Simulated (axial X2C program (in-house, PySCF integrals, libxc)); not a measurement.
# How the levels of PmC (f5 s0 orbitals) move with the bond length

Computed with an in-house all-electron X2C program for linear molecules (integrals from PySCF): two-component X2C with atomic mean-field Coulomb and Gaunt terms, basis Pm dyall-v3z, C dyall-v3z (cores contracted in-house). Orbitals come from Hartree–Fock averaged over the configuration Pm f5 s0; CI then distributes these electrons over the f, s shells of Pm.

At R = 2.111 Å:

```tsv
Ω	energy (cm⁻¹)	g∥	μ (D)	configuration
1/2	0	0.85	-10.00	100% f5
3/2	121	1.70	-9.92	100% f5
5/2	178	1.75	-9.87	100% f5
3/2	877	2.12	-10.05	100% f5
7/2	934	5.91	-9.88	100% f5
5/2	961	4.64	-9.90	100% f5
1/2	1001	0.41	-9.95	100% f5
9/2	1862	9.67	-9.88	100% f5
5/2	1911	5.03	-10.02	100% f5
7/2	1953	7.84	-9.90	100% f5
3/2	1966	3.11	-10.05	100% f5
1/2	2022	1.04	-10.02	100% f5
11/2	2919	13.25	-9.89	100% f5
7/2	3058	8.22	-10.00	100% f5
```

g∥ is the magnitude of 2⟨Lz + ge Sz⟩ for the +Ω component. μ is positive if the C end is positive. The lowest 14 levels at most are listed.

At R = 2.195 Å:

| Ω | energy (cm⁻¹) | g∥ | μ (D) | configuration |
| --- | --- | --- | --- | --- |
| 1/2 | 0 | 0.79 | -10.55 | 100% f5 |
| 3/2 | 127 | 1.88 | -10.50 | 100% f5 |
| 5/2 | 307 | 2.32 | -10.42 | 100% f5 |
| 3/2 | 928 | 2.14 | -10.57 | 100% f5 |
| 1/2 | 973 | 0.55 | -10.53 | 100% f5 |
| 5/2 | 1010 | 4.31 | -10.46 | 100% f5 |
| 7/2 | 1059 | 6.36 | -10.42 | 100% f5 |
| 5/2 | 1966 | 5.01 | -10.53 | 100% f5 |
| 3/2 | 1976 | 3.05 | -10.58 | 100% f5 |
| 9/2 | 1996 | 9.99 | -10.42 | 100% f5 |
| 1/2 | 1997 | 1.02 | -10.57 | 100% f5 |
| 7/2 | 2009 | 7.67 | -10.46 | 100% f5 |
| 11/2 | 3071 | 13.43 | -10.41 | 100% f5 |
| 5/2 | 3107 | 5.80 | -10.59 | 100% f5 |

The lowest level lies 21 cm⁻¹ above the lowest at the first distance.

(1) How does the gap from the lowest to the fifth level change between the two distances?

Dynamic correlation is missing, so gaps between terms are too wide and other configurations may lie lower; the lowest level listed is that of this model, not necessarily the ground state. At most 4 roots were kept for each Ω > 0 (twice that for Ω = 0) within 2.2 eV of the lowest, so higher up levels can be missing between those listed; levels with Ω > 0 are doubly degenerate and listed once, Ω = 0 levels singly. States that fill the shells left empty in the average are placed too high.

Results:

(1) From 934 to 973 cm⁻¹, a factor of 1.04.
